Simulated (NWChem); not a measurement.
System: HSe₂F; SMILES F[Se][SeH]

Here is an NWChem input.

```
start job
memory heap 200 mb stack 900 mb global 1100 mb
geometry units angstroms noautoz
  Se    -0.392747     0.918121    -0.009235
  F      1.221415     1.661097    -0.011553
  Se     0.088095    -1.305528    -0.038011
  H      0.200080    -1.513342     1.422497
end
basis spherical
  * library def2-svp
end
dft
  xc n12
  iterations 150
  mulliken
end
task dft energy
```

NWChem printed, in part:

```
             Northwest Computational Chemistry Package (NWChem) 7.3.0
             --------------------------------------------------------

 C1  symmetry detected

                             Geometry "geometry" -> ""
                             -------------------------

 Output coordinates in angstroms (scale by  1.889725989 to convert to a.u.)

  No.       Tag          Charge          X              Y              Z
 ---- ---------------- ---------- -------------- -------------- --------------
    1 Se                  34.0000    -0.40645694     0.91337799    -0.00777879
    2 F                    9.0000     1.20525136     1.66164433    -0.01339242
    3 Se                  34.0000     0.08167159    -1.30875053    -0.03074238
    4 H                    1.0000     0.19543975    -1.51213259     1.43025162

 Effective nuclear repulsion energy (a.u.)     430.6932245695

                                 NWChem DFT Module
                                 -----------------

 Summary of "ao basis" -> "ao basis" (spherical)
 ------------------------------------------------------------------------------
       Tag                 Description            Shells   Functions and Types
 ---------------- ------------------------------  ------  ---------------------
 Se                         def2-svp                12       32   5s4p3d
 F                          def2-svp                 6       14   3s2p1d
 H                          def2-svp                 3        5   2s1p

            General Information
            -------------------
          SCF calculation type: DFT
          Wavefunction type:  closed shell.
          No. of atoms     :     4
          No. of electrons :    78
           Alpha electrons :    39
            Beta electrons :    39
          Charge           :     0
          Spin multiplicity:     1
          Use of symmetry is: off; symmetry adaption is: off
          Maximum number of iterations: 150
          AO basis - number of functions:    83
                     number of shells:    33
          Convergence on energy requested:  1.00D-06
          Convergence on density requested:  1.00D-05
          Convergence on gradient requested:  5.00D-04

              XC Information
              --------------
                          N12 Method XC Functional
                           N12 Exchange Functional  1.000
                         N12 Correlation Potential  1.000

             Grid Information
             ----------------
          Grid used for XC integration:  medium
          Radial quadrature: Mura-Knowles
          Angular quadrature: Lebedev.
          Tag              B.-S. Rad. Rad. Pts. Rad. Cut. Ang. Pts.
          ---              ---------- --------- --------- ---------
          Se                  1.15      112           9.0       590
          F                   0.50       49          10.0       434
          H                   0.35       45           9.0       434
          Grid pruning is: on
          Number of quadrature shells:   318
          Spatial weights used:  Erf1

      Superposition of Atomic Density Guess
      -------------------------------------

 Sum of atomic energies:       -4898.81536086

      Non-variational initial energy
      ------------------------------

 Total energy =   -4899.135263
 1-e energy   =   -7686.345315
 2-e energy   =    2356.516828
 HOMO         =      -0.235578
 LUMO         =      -0.042901

     ---------------------------------------------
      Total Density - Mulliken Population Analysis
     ---------------------------------------------

    Atom       Charge   Shell Charges
 -----------   ------   -------------------------------------------------------
    1 Se  34    33.49   2.00  2.00  2.00  1.35  0.54  6.00  5.98  1.56  1.97  8.21  1.75  0.14
    2 F    9     9.60   1.99  1.15  0.81  3.47  2.18  0.00
    3 Se  34    34.05   2.00  2.00  2.00  1.33  0.53  6.00  5.98  1.81  2.35  8.20  1.75  0.10
    4 H    1     0.85   0.59  0.24  0.02

   convergence    iter        energy       DeltaE   RMS-Dens  Diis-err
 ---------------- ----- ----------------- --------- --------- ---------
 d= 0,ls=0.0,diis     1  -4905.4598971271 -5.34D+03  2.51D-02  1.00D+00
 d= 0,ls=0.0,diis     2  -4905.1962761337  2.64D-01  1.71D-02  3.51D+00
 d= 0,ls=0.0,diis     3  -4905.5117770721 -3.16D-01  6.54D-03  4.30D-01
 d= 0,ls=0.0,diis     4  -4905.5483644082 -3.66D-02  3.55D-03  4.41D-02
 d= 0,ls=0.0,diis     5  -4905.5506322341 -2.27D-03  1.87D-03  1.65D-02
  Resetting Diis
 d= 0,ls=0.0,diis     6  -4905.5535102227 -2.88D-03  2.31D-04  4.27D-04
 d= 0,ls=0.0,diis     7  -4905.5535633803 -5.32D-05  1.56D-04  2.84D-05
 d= 0,ls=0.0,diis     8  -4905.5535488713  1.45D-05  1.06D-04  1.65D-04
 d= 0,ls=0.0,diis     9  -4905.5535670397 -1.82D-05  2.16D-05  3.00D-06
 d= 0,ls=0.0,diis    10  -4905.5535674606 -4.21D-07  5.59D-06  1.79D-07

         Total DFT energy =    -4905.553567460649
      One electron energy =    -7691.498937611559
           Coulomb energy =     2543.507500656071
    Exchange-Corr. energy =     -188.255355074687
 Nuclear repulsion energy =      430.693224569526

 Numeric. integr. density =       78.000009065887

                       DFT Final Molecular Orbital Analysis
                       ------------------------------------

 Vector   37  Occ=2.000000D+00  E=-2.897624D-01
              MO Center=  2.9D-01,  3.3D-01, -4.1D-02, r^2= 3.7D+00
   Bfn.  Coefficient  Atom+Function         Bfn.  Coefficient  Atom+Function
  ----- ------------  ---------------      ----- ------------  ---------------
    37      0.341785  2 F  py                59     -0.333454  3 Se py
    62     -0.291609  3 Se py                36     -0.256276  2 F  px
    13      0.233520  1 Se py                40     -0.232082  2 F  py
    56      0.201583  3 Se py                 4      0.181630  1 Se s
    12     -0.177571  1 Se px                39      0.177751  2 F  px

 Vector   38  Occ=2.000000D+00  E=-2.393713D-01
              MO Center=  1.0D-01, -9.9D-01, -7.0D-03, r^2= 2.3D+00
   Bfn.  Coefficient  Atom+Function         Bfn.  Coefficient  Atom+Function
  ----- ------------  ---------------      ----- ------------  ---------------
    61      0.540327  3 Se px                58      0.508177  3 Se px
    55     -0.313364  3 Se px                37     -0.140405  2 F  py
    36     -0.118523  2 F  px                52      0.101315  3 Se px
    40      0.099309  2 F  py                 4      0.096802  1 Se s
    59      0.093335  3 Se py                62      0.091564  3 Se py

 Vector   39  Occ=2.000000D+00  E=-2.009238D-01
              MO Center= -1.7D-01,  8.0D-01,  3.7D-02, r^2= 2.4D+00
   Bfn.  Coefficient  Atom+Function         Bfn.  Coefficient  Atom+Function
  ----- ------------  ---------------      ----- ------------  ---------------
    17      0.537849  1 Se pz                14      0.520056  1 Se pz
    11     -0.312864  1 Se pz                38      0.292306  2 F  pz
    41     -0.211906  2 F  pz                79     -0.149852  4 H  s
    80     -0.137025  4 H  s                 51      0.116289  3 Se s
     8      0.100926  1 Se pz                50      0.089337  3 Se s

 Vector   40  Occ=0.000000D+00  E=-8.542985D-02
              MO Center= -9.6D-02,  6.3D-01, -6.5D-03, r^2= 2.9D+00
   Bfn.  Coefficient  Atom+Function         Bfn.  Coefficient  Atom+Function
  ----- ------------  ---------------      ----- ------------  ---------------
    15      0.658364  1 Se px                12      0.456242  1 Se px
     4      0.343561  1 Se s                 36     -0.317931  2 F  px
    35     -0.288008  2 F  s                  9     -0.269405  1 Se px
    39      0.263443  2 F  px                62     -0.255877  3 Se py
    61     -0.193533  3 Se px                 3     -0.185154  1 Se s

 Vector   41  Occ=0.000000D+00  E=-7.471309D-02
              MO Center= -1.8D-01, -3.4D-02,  9.2D-04, r^2= 3.7D+00
   Bfn.  Coefficient  Atom+Function         Bfn.  Coefficient  Atom+Function
  ----- ------------  ---------------      ----- ------------  ---------------
    16      0.743460  1 Se py                62      0.674809  3 Se py
    13      0.450181  1 Se py                59      0.342952  3 Se py
    51      0.281535  3 Se s                 50      0.267395  3 Se s
    10     -0.265570  1 Se py                 4     -0.224135  1 Se s
     5     -0.213369  1 Se s                 56     -0.211055  3 Se py

 Vector   42  Occ=0.000000D+00  E=-2.156460D-02
              MO Center=  1.2D-01, -1.3D+00,  7.8D-01, r^2= 3.1D+00
   Bfn.  Coefficient  Atom+Function         Bfn.  Coefficient  Atom+Function
  ----- ------------  ---------------      ----- ------------  ---------------
    80      1.233135  4 H  s                 63     -0.925056  3 Se pz
    51     -0.615853  3 Se s                 60     -0.345812  3 Se pz
    79      0.338984  4 H  s                 50     -0.318703  3 Se s
    57      0.213118  3 Se pz                49      0.183730  3 Se s
     5      0.145183  1 Se s                 17      0.140039  1 Se pz

     ---------------------------------------------
      Total Density - Mulliken Population Analysis
     ---------------------------------------------

    Atom       Charge   Shell Charges
 -----------   ------   -------------------------------------------------------
    1 Se  34    33.70   2.00  2.00  1.99  1.56  0.37  6.00  5.97  1.91  1.74  8.24  1.69  0.22
    2 F    9     9.35   1.99  1.13  0.83  3.40  1.99  0.00
    3 Se  34    34.00   2.00  2.00  1.99  1.52  0.38  6.00  5.98  2.03  2.02  8.24  1.69  0.15
    4 H    1     0.94   0.71  0.21  0.02

     -------------------------------------------
      Total Density - Lowdin Population Analysis
     -------------------------------------------

[...]
```

Level: N12/def2-SVP. Coordinates come from a PBE0/def2-SVP optimisation.
